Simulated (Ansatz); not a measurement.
A CCSD(T) single point on C3H6BF, SMILES `B/C=C(/C)F`.

```yaml
crystal:
  periodic: [false, false, false]
  atoms:
    - {symbol: B, position_ang: [-0.758723, 1.512994, 1.333183]}
    - {symbol: C, position_ang: [-0.198060, 0.197652, 0.811143]}
    - {symbol: C, position_ang: [0.097530, -0.043155, -0.475470]}
    - {symbol: C, position_ang: [0.641586, -1.280326, -1.076748]}
    - {symbol: F, position_ang: [-0.092092, 0.896839, -1.401598]}
    - {symbol: H, position_ang: [-0.995157, 1.638852, 2.499679]}
    - {symbol: H, position_ang: [-0.967864, 2.427333, 0.593294]}
    - {symbol: H, position_ang: [-0.002498, -0.640018, 1.474247]}
    - {symbol: H, position_ang: [1.587930, -1.063522, -1.580413]}
    - {symbol: H, position_ang: [-0.048180, -1.658171, -1.836912]}
    - {symbol: H, position_ang: [0.800729, -2.045480, -0.319906]}
basis:
  gaussian: {orbitals: def2-TZVPP}
correlation: {method: ccsd_t}
output: {orbitals: {seedname: orbitals}}
```

```sh
$ ansatz run in.yaml --threads 4 --pin off --events-out ev --progress --plain --max-ram 10444MiB
```

The program prints (abridged):

```
Functional definition: HF
1433 factors; integrals over basis functions are off by at most 1.0e-3 eV
mean field evaluation 1: about -6562.1264 eV, gradient 3.6e1 eV
mean field evaluation 2: about -6562.3231 eV, gradient 3.6e1 eV
mean field evaluation 4: about -6565.7156 eV, gradient 4.1e0 eV
mean field evaluation 8: about -6565.7833 eV, gradient 3.3e-1 eV
mean field evaluation 16: about -6565.7843 eV, gradient 2.2e-6 eV
mean field -6565.78434994 eV, -241.2881244120 hartree, gradient 2.2e-6 eV, S^2 0.000000; 0 other end points of the search recorded, 0 dependent functions left out
5 core orbitals not correlated: weight in the atoms' cores, before any rotation towards them, 1.000 or more for the frozen orbitals, at most 0.000 for the correlated occupied ones
reference -6565.78434994 eV, -241.2881244120 hartree; 14, 14 occupied and 220, 220 virtual orbitals, 1433 factors
second order -22.81656836 eV of doubles, -0.00000000 eV of singles
cycle   1  -23.20570434 eV  change   -3.9e-1 eV  update   1.0e-1
cycle   2  -23.75204165 eV  change   -5.5e-1 eV  update   3.1e-2
cycle   3  -23.88136847 eV  change   -1.3e-1 eV  update   1.6e-2
cycle   4  -23.87387580 eV  change    7.5e-3 eV  update   3.8e-3
cycle   5  -23.87135588 eV  change    2.5e-3 eV  update   1.7e-3
cycle   6  -23.87197434 eV  change   -6.2e-4 eV  update   4.8e-4
cycle   7  -23.87186092 eV  change    1.1e-4 eV  update   1.8e-4
cycle   8  -23.87178168 eV  change    7.9e-5 eV  update   5.8e-5
cycle   9  -23.87179405 eV  change   -1.2e-5 eV  update   2.7e-5
perturbative correction -0.93927668 eV, -0.0345177814 hartree
Total energy: -6590.59542068 eV, -242.1999144440 hartree
```

It took 2.9 min on 4 threads of an Arm Neoverse N1 on a shared host, with 4.8 GiB of host memory at the peak.

MP2 recovers 92.0 % of the CCSD(T) correlation energy and the triples give 3.8 %; T1 = 0.0120.
